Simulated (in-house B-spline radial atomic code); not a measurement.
# Tc VII (Tc6+): [Kr] 4d1

Level of theory: non-relativistic PBE0, spin-polarised, spherical fractional occupations, exact exchange averaged over the configuration, point nucleus; calculated with an all-electron radial atomic-structure program (B-spline basis).

Effective charges: Z_r = [3n² - l(l+1)]/(2<r>) from the radius, Z_e = n√(-2ε) from the energy, and Slater's rules. Values are occupation-weighted means over spin.

| shell | electrons | ε (eV) | <r> (bohr) | Z_r | Z_e | Slater |
| --- | --- | --- | --- | --- | --- | --- |
| 1s | 2 | -20483 | 0.03545 | 42.32 | 38.80 | 42.70 |
| 2s | 2 | -2965.5 | 0.1546 | 38.81 | 29.53 | 38.85 |
| 2p | 6 | -2742.7 | 0.1325 | 37.73 | 28.40 | 38.85 |
| 3s | 2 | -593.71 | 0.4261 | 31.68 | 19.82 | 31.75 |
| 3p | 6 | -506.74 | 0.4203 | 29.74 | 18.31 | 31.75 |
| 3d | 10 | -347.44 | 0.3971 | 26.44 | 15.16 | 21.85 |
| 4s | 2 | -153.75 | 1.048 | 22.90 | 13.45 | 15.25 |
| 4p | 6 | -126.15 | 1.116 | 20.61 | 12.18 | 15.25 |
| 4d | 1 | -83.73 | 1.311 | 16.02 | 9.92 | 7.00 |

The least bound orbital is 4d up at -83.73 eV, and it is also the most diffuse (<r> = 1.311 bohr).
